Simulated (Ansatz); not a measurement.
Frontier orbitals of C$_{5}$H$_{11}$F$_{3}$Zr, SMILES `CC(C)(C)[CH2][Zr]([F])([F])[F]`.

The species carries charge 0 and has multiplicity 1. Correlated methods include outer-core shells of Zr, which these sets cover unevenly. Zr: def2 effective core potential. The structure was optimised at the PBE0-D4/def2-TZVP level. It is one conformer, not always the lowest. Basis def2-TZVPP, Ansatz.

Orbital energies of one run (eV). Highest occupied ones, from the top: -7.07, -8.77, -8.80, -9.14, -9.86, -9.90, -10.60, -10.83, -10.92, -10.96, -11.02, -11.18, -11.50, -11.57. Empty: -1.52, -1.41, -0.19, -0.08, 0.01, 0.06.

Q: Which functional gave them?
A. r2SCANh
B. r2SCAN0
C. ωB97X-V
D. r2SCAN

A: A. HOMO energies: r2SCANh -7.07, r2SCAN -6.58, r2SCAN0 -7.79, ωB97X-V -9.95 eV.
